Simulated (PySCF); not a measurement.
Highest harmonic wavenumber (cm⁻¹) of eight silicon and germanium compounds: PBE-D3(BJ) beside PBE0-D3(BJ), computed with PySCF for isolated molecules in the bases named; differences from unrounded values. The eight are the first of their class met in an unordered collection, after screening for sound electronic states; none was chosen by its value. Each level has its own optimised geometry.

| molecule | basis | PBE0-D3(BJ) |
|---|---|---|
| aminosilylimino(oxo)methane (CH₄N₂OSi), SMILES N[SiH2]N=C=O | def2-SVP | 3715 |
| 2,2-difluoro-1-silylethanone (C2H4F2OSi), SMILES O=C([SiH3])C(F)F | def2-SVP | 3115 |
| Ge(OH)4 (GeH4O4), SMILES [OH][Ge]([OH])([OH])[OH] | def2-SVP | 3904 |
| C2H6O2Si, SMILES O[SiH]1COC1 | def2-SVP | 3951 |
| SiHClBr2, SMILES Cl[SiH](Br)Br | def2-SVP | 2307 |
| CH₇O₂PSi, SMILES C[Si](O)(O)P | def2-SVP | 3923 |
| Se(SH)(GeH3) (GeH₄SSe), SMILES S[Se][GeH3] | def2-SVP | 2685 |
| C2H11NSi3, SMILES [SiH2]1[Si@@H](CC)N[SiH2]1 | def2-SVP | 3625 |

Q: Estimate the PBE-D3(BJ) values and say how PBE-D3(BJ) differs from PBE0-D3(BJ) over the set. (An estimate is asked for; the answer gives what the named calculation found.)

A: 
```csv
molecule,PBE-D3(BJ),difference
"aminosilylimino(oxo)methane (CH₄N₂OSi), SMILES N[SiH2]N=C=O",3585,-130
"2,2-difluoro-1-silylethanone (C2H4F2OSi), SMILES O=C([SiH3])C(F)F",2999,-116
"Ge(OH)4 (GeH4O4), SMILES [OH][Ge]([OH])([OH])[OH]",3723,-181
"C2H6O2Si, SMILES O[SiH]1COC1",3781,-170
"SiHClBr2, SMILES Cl[SiH](Br)Br",2223,-84
"CH₇O₂PSi, SMILES C[Si](O)(O)P",3753,-170
"Se(SH)(GeH3) (GeH₄SSe), SMILES S[Se][GeH3]",2571,-114
"C2H11NSi3, SMILES [SiH2]1[Si@@H](CC)N[SiH2]1",3502,-124
```
PBE-D3(BJ) lies below PBE0-D3(BJ) in 8 and above it in 0 of the eight; the mean signed difference is -136 and the largest -181 cm⁻¹.
